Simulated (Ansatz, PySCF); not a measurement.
C2H7NSi2, SMILES N[SiH2]C#C[SiH3]. Atoms are numbered in the order given.

```xyz
12

Si     2.8953     0.4811     0.0117
C      1.0989     0.0969     0.1407
C     -0.0920    -0.1603     0.2313
Si    -1.9086    -0.5368     0.3438
N     -2.8604     0.1085    -0.9449
H      3.0872     1.6578    -0.8810
H      3.4360     0.7915     1.3638
H      3.6167    -0.6920    -0.5546
H     -2.0436    -2.0179     0.3332
H     -2.3915     0.0464     1.6240
H     -2.7795    -0.2911    -1.8743
H     -3.0152     1.1101    -0.9987
```
Charge 0, spin multiplicity 1.

The structure is a stationary point at ωB97X-D3(BJ)/def2-SVP. One conformer was computed; it need not be the lowest.

Two levels are set side by side: PBE-D3(BJ)/def2-SVP (Ansatz, a program for electronic structure) and ωB97X-D3(BJ)/def2-SVP (PySCF). Each level has its own optimised geometry; the coordinates shown are those of the second. Differences are taken from unrounded values.

```json
[
 {"quantity": "mean bond length (Å)", "ωB97X-D3(BJ)": "1.466", "PBE-D3(BJ)": "1.476", "PBE-D3(BJ) minus ωB97X-D3(BJ)": "0.010"},
 {"quantity": "bond Si1–C2 (Å)", "ωB97X-D3(BJ)": "1.842", "PBE-D3(BJ)": "1.836", "PBE-D3(BJ) minus ωB97X-D3(BJ)": "-0.005"},
 {"quantity": "bond C2–C3 (Å)", "ωB97X-D3(BJ)": "1.222", "PBE-D3(BJ)": "1.239", "PBE-D3(BJ) minus ωB97X-D3(BJ)": "0.017"},
 {"quantity": "bond C3–Si4 (Å)", "ωB97X-D3(BJ)": "1.859", "PBE-D3(BJ)": "1.855", "PBE-D3(BJ) minus ωB97X-D3(BJ)": "-0.004"},
 {"quantity": "bond Si4–N5 (Å)", "ωB97X-D3(BJ)": "1.727", "PBE-D3(BJ)": "1.743", "PBE-D3(BJ) minus ωB97X-D3(BJ)": "0.016"},
 {"quantity": "bond Si1–H6 (Å)", "ωB97X-D3(BJ)": "1.489", "PBE-D3(BJ)": "1.503", "PBE-D3(BJ) minus ωB97X-D3(BJ)": "0.014"},
 {"quantity": "bond Si1–H7 (Å)", "ωB97X-D3(BJ)": "1.489", "PBE-D3(BJ)": "1.503", "PBE-D3(BJ) minus ωB97X-D3(BJ)": "0.014"},
 {"quantity": "bond Si1–H8 (Å)", "ωB97X-D3(BJ)": "1.489", "PBE-D3(BJ)": "1.503", "PBE-D3(BJ) minus ωB97X-D3(BJ)": "0.014"},
 {"quantity": "bond Si4–H9 (Å)", "ωB97X-D3(BJ)": "1.487", "PBE-D3(BJ)": "1.501", "PBE-D3(BJ) minus ωB97X-D3(BJ)": "0.013"},
 {"quantity": "bond Si4–H10 (Å)", "ωB97X-D3(BJ)": "1.487", "PBE-D3(BJ)": "1.501", "PBE-D3(BJ) minus ωB97X-D3(BJ)": "0.013"},
 {"quantity": "bond N5–H11 (Å)", "ωB97X-D3(BJ)": "1.015", "PBE-D3(BJ)": "1.024", "PBE-D3(BJ) minus ωB97X-D3(BJ)": "0.009"},
 {"quantity": "bond N5–H12 (Å)", "ωB97X-D3(BJ)": "1.015", "PBE-D3(BJ)": "1.024", "PBE-D3(BJ) minus ωB97X-D3(BJ)": "0.009"}
]
```

GGA bonds tend to be longer and softer than those of functionals with exact exchange. Differences between two approximate levels are no errors against the true value.
